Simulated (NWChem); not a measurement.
System: tetrafluoroborate (BF₄ anion); SMILES F[B-](F)(F)F

Here is an NWChem input.

```
start job
memory heap 200 mb stack 900 mb global 1100 mb
charge -1
geometry units angstroms noautoz
  F      0.559251     0.952874    -0.883035
  B     -0.000001    -0.000002     0.000002
  F     -0.715544    -0.968019    -0.742597
  F      1.034798    -0.633592     0.726816
  F     -0.878506     0.648739     0.898814
end
basis spherical
  * library 6-31g*
end
dft
  xc xpbe96 cpbe96
  iterations 200
end
task dft gradient
```

Parts of the log:

```
             Northwest Computational Chemistry Package (NWChem) 7.3.0
             --------------------------------------------------------

 C1  symmetry detected

                             Geometry "geometry" -> ""
                             -------------------------

 Output coordinates in angstroms (scale by  1.889725989 to convert to a.u.)

  No.       Tag          Charge          X              Y              Z
 ---- ---------------- ---------- -------------- -------------- --------------
    1 F                    9.0000     0.12897681     0.12900584     1.40257032
    2 B                    5.0000    -0.00000060     0.00000026    -0.00000310
    3 F                    9.0000    -0.56426396    -1.25994698    -0.30765842
    4 F                    9.0000    -0.84008386     1.02576086    -0.49252636
    5 F                    9.0000     1.27537135     0.10518012    -0.60238381

 Effective nuclear repulsion energy (a.u.)     178.6931501764

  pbe96 is a nonlocal functional; adding pw91lda local functional.

                                 NWChem DFT Module
                                 -----------------

 Summary of "ao basis" -> "ao basis" (spherical)
 ------------------------------------------------------------------------------
       Tag                 Description            Shells   Functions and Types
 ---------------- ------------------------------  ------  ---------------------
 F                           6-31g*                  6       14   3s2p1d
 B                           6-31g*                  6       14   3s2p1d

            General Information
            -------------------
          SCF calculation type: DFT
          Wavefunction type:  closed shell.
          No. of atoms     :     5
          No. of electrons :    42
           Alpha electrons :    21
            Beta electrons :    21
          Charge           :    -1
          Spin multiplicity:     1
          Use of symmetry is: off; symmetry adaption is: off
          Maximum number of iterations: 200
          AO basis - number of functions:    70
                     number of shells:    30
          Convergence on energy requested:  1.00D-06
          Convergence on density requested:  1.00D-05
          Convergence on gradient requested:  5.00D-04

              XC Information
              --------------
          PerdewBurkeErnzerhof Exchange Functional  1.000
            Perdew 1991 LDA Correlation Functional  1.000 local
           PerdewBurkeErnz. Correlation Functional  1.000 non-local

             Grid Information
             ----------------
          Grid used for XC integration:  medium
          Radial quadrature: Mura-Knowles
          Angular quadrature: Lebedev.
          Tag              B.-S. Rad. Rad. Pts. Rad. Cut. Ang. Pts.
          ---              ---------- --------- --------- ---------
          F                   0.50       49           6.0       434
          B                   0.85       49           5.0       434
          Grid pruning is: on
          Number of quadrature shells:   245
          Spatial weights used:  Erf1

      Superposition of Atomic Density Guess
      -------------------------------------

 Sum of atomic energies:        -422.01541658

 Renormalizing density from      41.00 to     42

      Non-variational initial energy
      ------------------------------

 Total energy =    -428.747096
 1-e energy   =    -968.508094
 2-e energy   =     361.067847
 HOMO         =      -0.219687
 LUMO         =       0.588260

   convergence    iter        energy       DeltaE   RMS-Dens  Diis-err
 ---------------- ----- ----------------- --------- --------- ---------
 d= 0,ls=0.0,diis     1   -423.9510348540 -6.03D+02  1.59D-02  9.72D-01
 d= 0,ls=0.0,diis     2   -423.9969731248 -4.59D-02  6.75D-03  6.50D-01
 d= 0,ls=0.0,diis     3   -424.0596806666 -6.27D-02  1.87D-03  6.95D-02
 d= 0,ls=0.0,diis     4   -424.0643718079 -4.69D-03  5.40D-04  9.78D-03
 d= 0,ls=0.0,diis     5   -424.0650807209 -7.09D-04  2.50D-06  2.49D-07
 d= 0,ls=0.0,diis     6   -424.0650807400 -1.91D-08  6.38D-07  6.02D-09

         Total DFT energy =     -424.065080740021
      One electron energy =     -959.098848537300
           Coulomb energy =      402.327441665653
    Exchange-Corr. energy =      -45.986824044785
 Nuclear repulsion energy =      178.693150176410

 Numeric. integr. density =       41.999996280018

                       DFT Final Molecular Orbital Analysis
                       ------------------------------------

 Vector   19  Occ=2.000000D+00  E=-4.334411D-02
              MO Center= -8.7D-02,  1.7D-02, -4.4D-01, r^2= 2.2D+00
   Bfn.  Coefficient  Atom+Function         Bfn.  Coefficient  Atom+Function
  ----- ------------  ---------------      ----- ------------  ---------------
    60      0.363352  5 F  py                31      0.341933  3 F  px
    45     -0.330208  4 F  px                64      0.259304  5 F  py
    46     -0.245965  4 F  py                35      0.244018  3 F  px
    49     -0.235651  4 F  px                50     -0.175532  4 F  py
    32     -0.165037  3 F  py                36     -0.117777  3 F  py

 Vector   20  Occ=2.000000D+00  E=-4.334362D-02
              MO Center= -2.7D-01,  1.0D-01,  2.5D-01, r^2= 2.3D+00
   Bfn.  Coefficient  Atom+Function         Bfn.  Coefficient  Atom+Function
  ----- ------------  ---------------      ----- ------------  ---------------
     4      0.401224  1 F  py                47     -0.361417  4 F  pz
    33      0.312504  3 F  pz                 8      0.286331  1 F  py
    51     -0.257923  4 F  pz                37      0.223017  3 F  pz
    60     -0.155609  5 F  py                46     -0.150865  4 F  py
     3     -0.117111  1 F  px                64     -0.111050  5 F  py

 Vector   21  Occ=2.000000D+00  E=-4.334339D-02
              MO Center=  3.5D-01, -1.2D-01,  1.9D-01, r^2= 2.3D+00
   Bfn.  Coefficient  Atom+Function         Bfn.  Coefficient  Atom+Function
  ----- ------------  ---------------      ----- ------------  ---------------
     3      0.396745  1 F  px                61     -0.361388  5 F  pz
     7      0.283134  1 F  px                33      0.260553  3 F  pz
    65     -0.257903  5 F  pz                37      0.185942  3 F  pz
    31     -0.172044  3 F  px                59     -0.159303  5 F  px
    47      0.147202  4 F  pz                60     -0.138009  5 F  py

 Vector   22  Occ=0.000000D+00  E= 4.293242D-01
              MO Center= -4.8D-05, -3.0D-05, -1.2D-04, r^2= 2.7D+00
   Bfn.  Coefficient  Atom+Function         Bfn.  Coefficient  Atom+Function
  ----- ------------  ---------------      ----- ------------  ---------------
    20      2.200456  2 B  s                  6     -0.553721  1 F  s
    34     -0.553805  3 F  s                 48     -0.553796  4 F  s
    62     -0.553777  5 F  s                  9      0.297885  1 F  pz
    63      0.270901  5 F  px                36     -0.267634  3 F  py
    50      0.217891  4 F  py                15     -0.187946  2 B  s

 Vector   23  Occ=0.000000D+00  E= 4.684477D-01
              MO Center= -4.0D-02, -1.6D-02, -2.4D-01, r^2= 2.8D+00
   Bfn.  Coefficient  Atom+Function         Bfn.  Coefficient  Atom+Function
  ----- ------------  ---------------      ----- ------------  ---------------
    23      1.364668  2 B  pz                 6     -0.777465  1 F  s
    19      0.403439  2 B  pz                62      0.309329  5 F  s
     9      0.303254  1 F  pz                34      0.256654  3 F  s
    37     -0.220338  3 F  pz                48      0.211280  4 F  s
    63     -0.209254  5 F  px                51     -0.207345  4 F  pz

 Vector   24  Occ=0.000000D+00  E= 4.684499D-01
              MO Center=  4.6D-02,  1.8D-01,  1.0D-01, r^2= 2.8D+00
   Bfn.  Coefficient  Atom+Function         Bfn.  Coefficient  Atom+Function
  ----- ------------  ---------------      ----- ------------  ---------------
    22      1.191431  2 B  py                34      0.733988  3 F  s
    21      0.667844  2 B  px                62     -0.429353  5 F  s
    18      0.352225  2 B  py                48     -0.295790  4 F  s
    49     -0.256464  4 F  px                36      0.250671  3 F  py
     8     -0.227462  1 F  py                64     -0.204680  5 F  py

     Multipole analysis of the density
     ---------------------------------

     L   x y z        total         alpha         beta         nuclear
     -   - - -        -----         -----         ----         -------
     0   0 0 0     -1.000000    -21.000000    -21.000000     41.000000

     1   1 0 0      0.000003      0.000002      0.000002      0.000000
     1   0 1 0      0.000005      0.000003      0.000003      0.000000
     1   0 0 1     -0.000000     -0.000000     -0.000000      0.000000

     2   2 0 0    -21.907447    -53.817344    -53.817344     85.727242
     2   1 1 0     -0.000002     -0.000001     -0.000001      0.000000
     2   1 0 1     -0.000001     -0.000000     -0.000000     -0.000000
     2   0 2 0    -21.907469    -53.817601    -53.817601     85.727734
     2   0 1 1     -0.000002     -0.000001     -0.000001      0.000000
     2   0 0 2    -21.907398    -53.816739    -53.816739     85.726081

[...]

                         DFT ENERGY GRADIENTS

    atom               coordinates                        gradient
                 x          y          z           x          y          z
   1 F       0.243731   0.243786   2.650474   -0.000371  -0.000372  -0.004050
   2 B      -0.000001   0.000000  -0.000006   -0.000003  -0.000002  -0.000004
   3 F      -1.066304  -2.380955  -0.581390    0.001629   0.003640   0.000888
   4 F      -1.587528   1.938407  -0.930740    0.002432  -0.002963   0.001423
   5 F       2.410102   0.198762  -1.138340   -0.003687  -0.000303   0.001742
```

Level: PBE/6-31G* (spherical d). Sets without diffuse functions describe the anion's extra electron poorly. Structure relaxed at the B3LYP/def2-SVPD level.
